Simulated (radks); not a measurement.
Q: The magnesium ion Mg+, 11 electrons, occupied as [Ne] 3s0.5 3p0.5 (fractional occupations, a model configuration). Calculated with a radial shooting solver on a logarithmic mesh with Libxc functionals: scalar-relativistic Kohn-Sham, PBE, spin-polarised, spherical densities, finite nucleus; open shells are filled with parallel spins first; Fermi nuclear charge, rms radius 3.057 fm. Some entries of the table are withheld. Estimate them.

| orbital | occ. | eigenvalue (hartree) | r(max) (bohr) |
|---|---|---|---|
| 1s up | 1 | -46.66154 | 0.08507 |
| 1s down | 1 | -46.65933 | 0.08507 |
| 2s up | 1 | -3.30019 | 0.5466 |
| 2s down | 1 | -3.29554 | 0.5466 |
| 2p up | 3 | -2.07861 | (1) |
| 2p down | 3 | -2.07325 | (2) |
| 3s up | 0.5 | -0.45157 | 2.369 |
| 3p up | 0.5 | -0.28909 | 2.869 |

A: 
(1) 2p up r(max) (bohr): 0.4785
(2) 2p down r(max) (bohr): 0.4785
